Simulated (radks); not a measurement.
Values are calculated unless marked as measured or tabulated.
Ionisation ladder of silicon, from Si to Si13+. Each ion is in the ground configuration listed by NIST, and IE = E(next ion) - E(this ion), with E = 0 for the bare nucleus. Code: a radial shooting solver on a logarithmic mesh with Libxc functionals. Model: scalar-relativistic Kohn-Sham, r2SCAN, spin-polarised, spherical densities, finite nucleus; open shells are filled with parallel spins first; meta-GGA in the generalised Kohn-Sham scheme; Fermi nuclear charge, rms radius 3.1224 fm.

species  configuration  IE, Delta-SCF (eV)  <r> HOMO (bohr)  IE, NIST (eV)       kind  error (eV)
Si        [Ne] 3s2 3p2               8.413             2.73          8.152       exp.      +0.261
Si+       [Ne] 3s2 3p1              16.183             2.44         16.346       exp.      -0.163
Si2+          [Ne] 3s2              32.935             1.96         33.493       exp.      -0.558
Si3+          [Ne] 3s1              45.106             1.85         45.142       exp.      -0.036
Si4+              [Ne]              168.66            0.530         166.77       exp.        +1.9
Si5+      [He] 2s2 2p5              206.21            0.509         205.28  semi-emp.        +0.9
Si6+      [He] 2s2 2p4              244.60            0.491         246.57  semi-emp.        -2.0
Si7+      [He] 2s2 2p3              306.89            0.461         303.59  semi-emp.        +3.3
Si8+      [He] 2s2 2p2              353.36            0.446          351.3  semi-emp.        +2.1
Si9+      [He] 2s2 2p1              400.26            0.432         401.38  semi-emp.        -1.1
Si10+         [He] 2s2              472.29            0.480         476.27  semi-emp.        -4.0
Si11+         [He] 2s1              522.99            0.469         523.42     theory        -0.4
Si12+             [He]              2439.1            0.110         2437.7     theory        +1.5
Si13+              1s1              2673.8            0.107         2673.2     theory        +0.6

Reference values: NIST Atomic Spectra Database (exp. = measured, semi-emp. = semi-empirical, theory = theoretical value adopted there). The ionisation energy per charge of the ion left behind rises most, in proportion, at Si12+ ([He]), from 43.583 to 187.62 eV. Against the entries that are not theoretical the mean signed error is +0.2 % and the largest +3.2 %. Open shells are spherical and high-spin; term and fine-structure splittings are not resolved.
